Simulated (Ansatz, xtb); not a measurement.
Relative energy of two isomers of C3H4BrF

Structure X is `C/C=C(/F)Br`, a singlet and structure Y is `C/C(F)=C/Br`, a singlet. Both are isolated molecules in the gas phase, relaxed with r2SCAN-D4/def2-SVP.

X (Å):

```tsv
atom	x (Å)	y (Å)	z (Å)
C	-1.3375	-2.7769	-2.1245
C	-0.4803	-1.5887	-2.3938
C	-0.7424	-0.3167	-2.0831
Br	-2.2949	0.3109	-1.2073
F	0.0956	0.6741	-2.3702
H	-0.8037	-3.5117	-1.4985
H	-1.5998	-3.2923	-3.0639
H	-2.2692	-2.5004	-1.6120
H	0.4809	-1.7351	-2.9024
```

Y (Å):

```xyz
9

C    -0.7757   -2.0324   -3.2655
C    -0.6429   -1.6304   -1.8420
C    -1.6230   -1.1725   -1.0521
Br   -1.3435   -0.6916    0.7401
F     0.6030   -1.7650   -1.3702
H    -0.1057   -1.4238   -3.8952
H    -0.4760   -3.0860   -3.3913
H    -1.8073   -1.9098   -3.6195
H    -2.6436   -1.0559   -1.4178
```

Quicker runs give these differences E(Y) − E(X): GFN2-xTB +0.014 eV; HF/STO-3G +0.009 eV (at GFN2-xTB geometries); r2SCAN-D4/def2-SVP//GFN2-xTB −0.127 eV.

Problem. Estimate E(Y) − E(X) at the level CCSD(T)/def2-SVP + ΔMP2/def2-TZVPP.

Solution. Calculated at CCSD(T)/def2-SVP + ΔMP2/def2-TZVPP: E(Y) − E(X) = −0.141 eV, so structure Y lies lower.

The same difference at several levels:

| level | geometry | E(Y) − E(X) (eV) | departure from the last row (eV) | job, with rough time for the two |
| --- | --- | --- | --- | --- |
| GFN2-xTB | GFN2-xTB | +0.014 | +0.155 | optimisation, 0.19 s |
| HF/STO-3G | GFN2-xTB | +0.009 | +0.151 | single point, 0.8 s |
| r2SCAN-D4/def2-SVP//GFN2-xTB | GFN2-xTB | −0.127 | +0.015 | single point, 4.4 s |
| r2SCAN-D4/def2-SVP | r2SCAN-D4/def2-SVP | −0.119 | +0.023 | optimisation, 36 s |
| HF/def2-SVP | r2SCAN-D4/def2-SVP | −0.231 | −0.090 | part of the CCSD(T) run |
| MP2/def2-SVP | r2SCAN-D4/def2-SVP | −0.137 | +0.004 | part of the CCSD(T) run |
| CCSD(T)/def2-SVP | r2SCAN-D4/def2-SVP | −0.142 | −0.001 | single point |
| CCSD(T)/def2-SVP + ΔMP2/def2-TZVPP | r2SCAN-D4/def2-SVP | −0.141 |  | single point, 64 s |

As drawn, both hold the same kinds of bond in the same numbers.

GFN2-xTB, HF/STO-3G find them nearly level. The largest departure from CCSD(T)/def2-SVP + ΔMP2/def2-TZVPP is that of GFN2-xTB, 0.155 eV. The last row adds to CCSD(T) the change of the MP2 difference between the two basis sets, here +0.001 eV.

With harmonic frequencies from r2SCAN-D4/def2-SVP (ideal gas, rigid rotor, one conformer each, 298.15 K, 1 atm): the zero-point term adds +0.008 eV; ΔH is −0.136 and ΔG −0.127 eV.

The correlated steps freeze 13 core orbitals; the filled d shell of Br is correlated, in a basis made for valence electrons. Run with Ansatz 0.2.0, xtb 6.7.1; the last row on 2 threads of Intel(R) Xeon(R) Processor @ 2.70GHz on a shared host.
